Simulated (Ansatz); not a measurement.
Mulliken charges of CH5FOSSi, SMILES `OC(S)[SiH2]F` from ωB97M-V/def2-TZVPP in Ansatz (PBE0-D4/def2-TZVP geometry).

```tsv
atom	x (Å)	y (Å)	z (Å)	charge (e)
O1	-0.462	1.472	0.702	-0.296
C2	0.247	0.265	0.615	-0.069
S3	-0.500	-1.116	1.528	-0.169
Si4	0.457	-0.215	-1.196	0.501
F5	-0.936	-0.794	-1.732	-0.320
H6	-0.698	1.623	1.624	0.175
H7	1.246	0.339	1.071	0.125
H8	-1.552	-1.304	0.713	0.128
H9	0.801	0.960	-2.029	-0.035
H10	1.480	-1.280	-1.294	-0.039
```

**Question.** By hand: the dipole of these point charges (1 e Å = 4.8032 D).

**Answer.** Σ q r = (0.482, 0.057, 0.077) e Å, of length 0.491 e Å = 2.36 D.

**Question.** How does the dipole of the full density compare? (An estimate is asked.)

**Answer.** Computed: (0.220, 0.098, 0.215) e Å, 1.55 D; the point charges give 1.52 times that, at 36° from its direction.

Point charges leave out the atoms' own dipoles, such as those of lone pairs, and Mulliken's split depends on the basis, so the two needn't agree.
